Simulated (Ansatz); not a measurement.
Relaxation of GeCl4 with RKS PBE-D4/def2-SVP.

```sh
$ ansatz run in.yaml --threads 4 --pin off --events-out ev --progress --plain --max-ram 4787MiB
```

```yaml
crystal:
  periodic: [false, false, false]
  atoms:
    - {symbol: Ge, position_ang: [-0.559080, 0.277760, 1.258140]}
    - {symbol: Cl, position_ang: [2.617570, -0.930610, -0.993220]}
    - {symbol: Cl, position_ang: [1.004930, 0.243730, -0.653350]}
    - {symbol: Cl, position_ang: [-1.792140, -1.399370, 0.556860]}
    - {symbol: Cl, position_ang: [-1.271270, 1.808490, -0.168430]}
basis:
  gaussian: {orbitals: def2-SVP}
hamiltonian: {xc: pbe, dispersion: d4}
scf: {lower_state_search: "off"}
output: {orbitals: {seedname: orbitals}}
relax: {f_tol: 0.02, max_steps: 100}
```

Run time 4.5 s (4 threads of Arm Neoverse V2 on a shared host).

Positions (Å) and forces (eV/Å) at steps 1, 2, 3, 4, 7 of 7:

```xyz
5
step=1 energy=-106558.4872 eV
Ge   -0.559    0.278    1.258   -0.226   -0.478    1.745
Cl    2.618   -0.931   -0.993    1.110   -0.913   -0.093
Cl    1.005    0.244   -0.653   -0.467    1.094   -0.924
Cl   -1.792   -1.399    0.557   -0.238   -0.388   -0.072
Cl   -1.271    1.808   -0.168   -0.179    0.686   -0.656
5
step=2 energy=-106558.7644 eV
Ge   -0.599    0.235    1.307   -0.072   -0.374    0.432
Cl    2.662   -0.966   -0.960    0.167   -0.132   -0.012
Cl    1.023    0.353   -0.781   -0.088    0.181   -0.158
Cl   -1.854   -1.460    0.607    0.050    0.077    0.023
Cl   -1.232    1.838   -0.173   -0.058    0.248   -0.285
5
step=3 energy=-106558.7824 eV
Ge   -0.611    0.213    1.338   -0.039   -0.140    0.011
Cl    2.671   -0.963   -0.956    0.076   -0.030   -0.039
Cl    1.024    0.379   -0.811   -0.064    0.007    0.062
Cl   -1.872   -1.462    0.618    0.054    0.071    0.042
Cl   -1.211    1.833   -0.189   -0.026    0.092   -0.076
5
step=4 energy=-106558.7851 eV
Ge   -0.621    0.210    1.341   -0.015   -0.020   -0.012
Cl    2.687   -0.961   -0.970    0.011    0.008   -0.018
Cl    1.025    0.372   -0.801   -0.037    0.003    0.037
Cl   -1.879   -1.462    0.625    0.010    0.023    0.011
Cl   -1.212    1.841   -0.195    0.030   -0.015   -0.018
5
step=7 energy=-106558.7865 eV
Ge   -0.632    0.204    1.350   -0.004   -0.001   -0.005
Cl    2.706   -0.942   -0.992    0.001    0.002    0.000
Cl    1.023    0.363   -0.785    0.001    0.000   -0.001
Cl   -1.903   -1.455    0.636    0.000    0.001    0.004
Cl   -1.195    1.829   -0.209    0.003   -0.002    0.002
```

Another isomer (singlet) lies 3.59 eV lower at PBE0-D4/def2-TZVP; other spin states weren't run for this one.
